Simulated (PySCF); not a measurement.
CH5AlO2, SMILES C[O][AlH][OH]. Atoms are numbered in the order given.

```xyz
9

Al    -0.5587     0.7414     0.0000
H     -1.9833     1.4158     0.0000
O      0.8125     1.7730     0.0000
H      1.7384     1.4873     0.0000
O     -0.4823    -0.9662     0.0000
C      0.4520    -2.0056     0.0000
H      0.3217    -2.6551     0.8959
H      0.3217    -2.6551    -0.8959
H      1.5114    -1.6520     0.0000
```
Charge 0, spin multiplicity 1.

Coordinates come from a PBE-D3(BJ)/def2-SVP optimisation. The values are those of a single conformer.

The numbers are results of HF/def2-TZVP (PySCF), not measurements.

Atomic charges (e):

```csv
atom,Mulliken,IAO
Al1,0.81,1.31
H2,-0.12,…
O3,-0.70,-0.89
H4,0.34,…
O5,-0.51,-0.76
C6,-0.08,-0.08
H7,0.10,…
H8,0.10,…
H9,0.07,…
```

Problem. What belongs in the gaps? (An estimate is asked for; the answer gives what the named calculation found.)

Solution. 
- H2, IAO: -0.25
- H4, IAO: 0.36
- H7, IAO: 0.11
- H8, IAO: 0.11
- H9, IAO: 0.09
